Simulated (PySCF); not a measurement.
A thermochemical cycle for SbO

PBE in PySCF with def2-TZVPPD on every atom (core potentials on Sb), for the lowest determinant that a PBE0 search found; no spin–orbit coupling. SbO, a doublet (π ↑), has De = 4.80 eV to neutral atoms, and SbO⁺, a singlet (closed shell), has De = 5.89 eV to Sb⁺ + O.

The adiabatic ionisation energy of SbO, between the minima, is 7.87 eV.

**Question.** Which ionisation energy of the Sb atom does this level give?

**Answer.** IE(Sb) = IE(molecule) + De(ion) − De(neutral) = 7.87 + 5.89 − 4.80 = 8.96 eV; the measured value is 8.608 eV (NIST ASD).

These are scalar-relativistic numbers at best; spin–orbit coupling would shift them, the dissociation energy most. For an ion De counts to the pair picked by the measured ionisation energies or electron affinities, which need not be the lowest pair at this level. States were picked by a PBE0 search and need not be the measured ground states.
